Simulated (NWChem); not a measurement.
Everything below was run with NWChem. System: H$_{2}$SSi, charge 0, spin multiplicity 1, at a geometry optimised with B3LYP/def2-SVP. The structure started from a generated list of species. Level: G0W0@PBE/def2-TZVP, RI basis def2-tzvp-rifit.

Input file:

```
start mol
memory heap 200 mb stack 700 mb global 1700 mb
geometry units angstroms nocenter noautoz
  Si    -0.781619    -0.837590     0.000000
  H      0.347781    -1.871381     0.000000
  S      0.674140     0.738421     0.000000
  H     -0.191369     1.782908     0.000000
  symmetry group Cs
end
basis spherical
  * library def2-tzvp
end
basis "ri basis" bse spherical
  * library def2-tzvp-rifit
end
dft
  xc xpbe96 cpbe96
  iterations 100
  direct
  tolerances tight
end
task dft energy
gw
  states alpha occ 4 vir 2
end
task dft gw
```

Part of the output:

```
             Northwest Computational Chemistry Package (NWChem) 7.3.0
             --------------------------------------------------------

                                NWChem Input Module
                                -------------------

 Scaling coordinates for geometry "geometry" by  1.889725989
 (inverse scale =  0.529177249)

 Turning off AUTOSYM since
 SYMMETRY directive was detected!

                             Geometry "geometry" -> ""
                             -------------------------

 Output coordinates in angstroms (scale by  1.889725989 to convert to a.u.)

  No.       Tag          Charge          X              Y              Z
 ---- ---------------- ---------- -------------- -------------- --------------
    1 Si                  14.0000    -0.78161900    -0.83759000     0.00000000
    2 H                    1.0000     0.34778100    -1.87138100     0.00000000
    3 S                   16.0000     0.67414000     0.73842100     0.00000000
    4 H                    1.0000    -0.19136900     1.78290800     0.00000000

 Effective nuclear repulsion energy (a.u.)      72.4501333031

            Nuclear Dipole moment (a.u.)
            ----------------------------
        X                 Y               Z
 ---------------- ---------------- ----------------
    -0.0000264562     0.0000056692     0.0000000000

      Symmetry information
      --------------------

 Group name             Cs
 Group number              2
 Group order               2
 No. of unique centers     4

      Symmetry unique atoms

     1    2    3    4


 Summary of "ao basis" -> "" (spherical)
 ------------------------------------------------------------------------------
       Tag                 Description            Shells   Functions and Types
 ---------------- ------------------------------  ------  ---------------------
 *                         def2-tzvp                  on all atoms

 new library libraries.bse/

 Summary of "ri basis" -> "" (spherical)
 ------------------------------------------------------------------------------
       Tag                 Description            Shells   Functions and Types
 ---------------- ------------------------------  ------  ---------------------
 *                      def2-tzvp-rifit               on all atoms

  pbe96 is a nonlocal functional; adding pw91lda local functional.

                                 NWChem DFT Module
                                 -----------------

 Summary of "ao basis" -> "ao basis" (spherical)
 ------------------------------------------------------------------------------
       Tag                 Description            Shells   Functions and Types
 ---------------- ------------------------------  ------  ---------------------
 Si                        def2-tzvp                13       37   5s5p2d1f
 H                         def2-tzvp                 4        6   3s1p
 S                         def2-tzvp                13       37   5s5p2d1f

 Summary of "ao basis" -> "ao basis" (spherical)
 ------------------------------------------------------------------------------
       Tag                 Description            Shells   Functions and Types
 ---------------- ------------------------------  ------  ---------------------
 Si                        def2-tzvp                13       37   5s5p2d1f
 H                         def2-tzvp                 4        6   3s1p
 S                         def2-tzvp                13       37   5s5p2d1f

      Symmetry analysis of basis
[...]
     5      0.486487  1 Si s                  4      0.327496  1 Si s
    15     -0.325907  1 Si px                58      0.207167  3 S  px
     3     -0.198762  1 Si s                 18     -0.171091  1 Si px
    61      0.170383  3 S  px                39     -0.168995  2 H  s
    40     -0.165644  2 H  s                  6      0.127060  1 Si px

 Vector   17  Occ=0.000000D+00  E=-1.228096D-01  Symmetry=a"
              MO Center= -5.7D-01, -6.5D-01,  2.0D-13, r^2= 3.2D+00
   Bfn.  Coefficient  Atom+Function         Bfn.  Coefficient  Atom+Function
  ----- ------------  ---------------      ----- ------------  ---------------
    17      0.497917  1 Si pz                20      0.478868  1 Si pz
    63     -0.268781  3 S  pz                60     -0.223473  3 S  pz
     8     -0.163306  1 Si pz                14      0.157671  1 Si pz
    57     -0.114094  3 S  pz                51      0.086843  3 S  pz
    11     -0.073996  1 Si pz                70     -0.044076  3 S  d -1

 Vector   18  Occ=0.000000D+00  E=-2.757698D-02  Symmetry=a'
              MO Center= -5.3D-01,  4.1D-02, -9.8D-17, r^2= 5.3D+00
   Bfn.  Coefficient  Atom+Function         Bfn.  Coefficient  Atom+Function
  ----- ------------  ---------------      ----- ------------  ---------------
    48     -0.847365  3 S  s                 19      0.775229  1 Si py
    83      0.678635  4 H  s                 61      0.519188  3 S  px
    40      0.476116  2 H  s                 16      0.307779  1 Si py
    58      0.235036  3 S  px                47     -0.196404  3 S  s
    46      0.157546  3 S  s                 62     -0.131358  3 S  py

 Vector   19  Occ=0.000000D+00  E=-1.342674D-02  Symmetry=a'
              MO Center= -1.3D-01,  3.9D-01,  2.5D-16, r^2= 4.7D+00
   Bfn.  Coefficient  Atom+Function         Bfn.  Coefficient  Atom+Function
  ----- ------------  ---------------      ----- ------------  ---------------
    83      1.043992  4 H  s                 62     -0.906873  3 S  py
    18     -0.533016  1 Si px                 5     -0.502900  1 Si s
    19     -0.422751  1 Si py                59     -0.305156  3 S  py
    16     -0.270013  1 Si py                82      0.238643  4 H  s
     4     -0.183774  1 Si s                 15     -0.182977  1 Si px

 center of mass
 --------------
 x =  -0.00475790 y =   0.00263754 z =   0.00000000

 moments of inertia (a.u.)
 ------------------
         156.389993931061        -118.673365164908           0.000000000000
        -118.673365164908         113.490172197966           0.000000000000
           0.000000000000           0.000000000000         269.880166129027

     Multipole analysis of the density
     ---------------------------------

     L   x y z        total         alpha         beta         nuclear
     -   - - -        -----         -----         ----         -------
     0   0 0 0     -0.000000    -16.000000    -16.000000     32.000000

     1   1 0 0     -0.178064     -0.089019     -0.089019     -0.000026
     1   0 1 0      0.202225      0.101110      0.101110      0.000006
     1   0 0 1     -0.000000     -0.000000     -0.000000      0.000000

     2   2 0 0    -22.435625    -39.754197    -39.754197     57.072768
     2   1 1 0     -0.560828    -29.095742    -29.095742     57.630656
     2   1 0 1      0.000000      0.000000      0.000000      0.000000
     2   0 2 0    -19.068719    -54.577756    -54.577756     90.086793
     2   0 1 1     -0.000000     -0.000000     -0.000000      0.000000
     2   0 0 2    -20.131964    -10.065982    -10.065982      0.000000

 Task  times  cpu:        3.8s     wall:        3.8s

                                NWChem Input Module
                                -------------------

                                 NWChem GW Module
                                 ----------------

                             ***********************
                             ***        GW       ***
                             ***********************

 Summary of "ri basis" -> "ri basis" (spherical)
 ------------------------------------------------------------------------------
       Tag                 Description            Shells   Functions and Types
 ---------------- ------------------------------  ------  ---------------------
 Si                     def2-tzvp-rifit             29      113   9s7p6d5f2g
 H                      def2-tzvp-rifit              7       15   4s2p1d
 S                      def2-tzvp-rifit             29      113   9s7p6d5f2g

                 Memory Information
                 ------------------
          Available GA per process is          1699.9 MBs
          Available stack per process is        700.0 MBs
          Available heap per process is           0.0 MBs

          Peak memory in Initialization
              Peak GA per process is                  3.6 MBs
              Peak stack per process is               0.1 MBs
              Peak heap per process is                3.9 MBs
              Memory not in MA per process            0.0 MBs

          Peak memory in AFF Calculation
              Peak GA per process is                 14.7 MBs
              Peak stack per process is               9.6 MBs
              Peak heap per process is                0.0 MBs
              Memory not in MA per process            9.6 MBs

          Computing 2-center integrals
          Computing Inverse Cholesky factor
          Computing 3-center integrals
          Computing V_xc ...

          Computing Sigma_x
          Computing RPA polarizability
          Solving quasiparticle equations

                  Alpha Orbitals
          State     Energy (eV)     Error (eV)
          -----------------------------------
@GW        13        -12.747           0.004
@GW        14        -11.234           0.002
@GW        15         -9.802           0.004
@GW        16         -8.737           0.002
@GW        17         -0.675           0.002
@GW        18          1.798           0.004

   Applying  -2.8921 eV scissor-shift to rest of particle states

   Applying   2.6668 eV scissor-shift to rest of hole states

     GW Timing Statistics
   ------------------------
   Init.   :          0.0s
     ERIs  :          0.3s
     Distr.:          0.0s
     Vxc   :          0.1s
   Sigma_x :          0.0s
   RPA     :          0.3s
   Wmn     :          0.0s
   Sigma_c :          0.0s
   GW total:          0.7s

 Task  times  cpu:        0.7s     wall:        0.7s

 Total times  cpu:        4.5s     wall:        4.5s
```
